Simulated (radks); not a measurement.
Numerical settings for the antimony ion Sb2+, [Kr] 4d10 5s2 5p1. Calculated with a radial shooting solver on a logarithmic mesh with Libxc functionals: Dirac Kohn-Sham, PBE, spin-unpolarised, spherical densities, point nucleus; open shells are shared between the two j in proportion to 2j + 1. The defaults (mesh step 0.008 in ln r, mesh end at 40 bohr or more with all orbitals vanishing there, Anderson mixing 0.5 over 9 steps, residual threshold near 1e-9 with the energy settled to 1e-9 hartree or 1e-11 of itself, here a cap of 58 iterations) give E = -6482.6032 hartree and 5p3/2 at -19.808 eV in 14 iterations. Run on one thread of a shared host, so times are rough (Intel(R) Xeon(R) Platinum 8559C): 0.14 s of CPU time, 0.14 s wall, 14 iterations on 2541 mesh points. Changes against that run (0 stands for a change within the tolerance of the run):

setting	iterations	converged	E (mhartree)	e(5p3/2) (meV)	CPU (s)
mesh step in ln r 0.08	2	no	diverged	-	0.04
mesh step in ln r 0.02	14	yes	+0.00037	0	0.06
mesh step in ln r 0.2	2	no	diverged	-	0.02
mesh end (bohr) 5	14	yes	+24.2	+808	0.13
mesh end (bohr) 1	13	level above zero	+2.15e+05	+1.03e+06	0.11
residual threshold 1e-05	10	yes	0	-0.19	0.12
residual threshold 0.001	9	yes	0	-0.579	0.1
mixing 0.2	17	yes	0	0	0.18
linear mixing, mixing 0.05	58	no	+0.318	-421	0.59
linear mixing, mixing 0.5	30	yes	0	0	0.25
mixing history 2	20	yes	0	0	0.17
iteration cap 5	5	no	+0.0929	+102	0.06

Settled on a wrong energy, with an occupied level pushed above zero by the early mesh end: mesh end (bohr) 1 (+215 hartree). Apart from these: settings that end as converged yet miss the energy by more than 1 mhartree: mesh end (bohr) 5 (+0.0242 hartree). A mesh that ends early acts as a hard wall.
